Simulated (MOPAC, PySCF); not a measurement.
H4BBrN2, SMILES `NB(N)Br`, neutral singlet in the gas phase. 

Cartesian coordinates (Å):
SMILES: NB(N)Br
```xyz
8

N     -1.2312    -0.3409    -0.0029
B     -0.0124     0.3482    -0.0992
N      1.2508    -0.2063     0.1585
Br    -0.0801     2.2416    -0.6381
H     -1.3007    -1.3078     0.2641
H     -2.1116     0.0994    -0.1976
H      2.0963     0.3276     0.0761
H      1.3889    -1.1619     0.4390
```
Charge 0, multiplicity 1.

All levels are single points at this geometry (B3LYP-D3(BJ)/def2-TZVP); Pople sets use spherical d functions. Orbital energies aren't observables, and empty levels follow the basis.

```tsv
level	HOMO (eV)	LUMO (eV)	gap (eV)	dipole (D)	vertical IE, Delta-SCF (eV)
B3LYP-D3(BJ)/def2-TZVP in PySCF	-7.19	0.30	7.49	3.11	9.63
PBE-D3(BJ)/def2-TZVP in PySCF	-6.00	-0.13	5.88	3.09	–
B3LYP/3-21G in PySCF	-6.45	2.49	8.94	3.49	–
B3LYP/6-311+G** (LANL2DZ on Br) in PySCF	-7.26	-0.45	6.81	3.19	–
B3LYP/LANL2DZ in PySCF	-7.02	1.69	8.70	3.60	–
BP86/6-31G* in PySCF	-5.68	0.99	6.67	3.46	–
HF/6-31G* in PySCF	-10.66	5.70	16.37	3.47	–
HF/STO-3G in PySCF	-7.87	10.12	17.99	3.12	–
PM3 in MOPAC	-9.00	1.01	10.01	3.92	–
```
